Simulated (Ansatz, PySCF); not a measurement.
Gas-phase reaction (SMILES): [Br][Al]([Br])[Br] + Cl (HCl) → [Cl][Al]([Br])[Br] + Br (HBr); hydrogen chloride cleaves one Al-Br bond, a model of a ligand-exchange step.

Geometries: B3LYP-D3(BJ)/def2-TZVP minima from Ansatz (a first-principles code). Correlated levels leave the core frozen unless marked. Spin-orbit coupling is left out. The frozen core is the preceding noble-gas configuration, with the filled d and f shells of earlier blocks. No relativistic terms. CBS marks a two-point X^-3 extrapolation of the correlation energy; Hartree-Fock from the larger set. Thermal terms are rigid-rotor harmonic-oscillator values from B3LYP-D3(BJ) frequencies (Ansatz or PySCF) at 298.15 K and 1 atm. 1 Eh = 627.5095 kcal/mol.

```csv
species,"E, CCSD(T)/CBS(def2-TZVPPD,def2-QZVPPD) (Ansatz) (Eh)","E, wB97X-V/def2-TZVPD (Ansatz) (Eh)",H - E (Eh)
[Br][Al]([Br])[Br],-7960.26939,-7964.36753,0.01045
Cl (HCl),-460.37886,-460.74931,0.01000
[Cl][Al]([Br])[Br],-5847.36549,-5850.59551,0.01065
Br (HBr),-2573.28305,-2574.52162,0.00927
```

Work out ΔE and ΔH at 298.15 K at the first level, then ΔH at the second.


1. ΔE = [(-5847.36549) + (-2573.28305)] - [(-7960.26939) + (-460.37886)] = -0.00029 Eh = -0.2 kcal/mol at CCSD(T)/CBS(def2-TZVPPD,def2-QZVPPD).
2. The terms H - E add up to -0.00053 Eh, so ΔH = (-0.00029 + (-0.00053))×627.5095 = -0.5 kcal/mol.
3. At wB97X-V/def2-TZVPD the same steps give ΔE = -0.2 and ΔH = -0.5 kcal/mol, a shift of +0.0 from the first level.
4. These values are not checked against measurement here, since the tables used lack a sound gas-phase enthalpy of formation for at least one species.
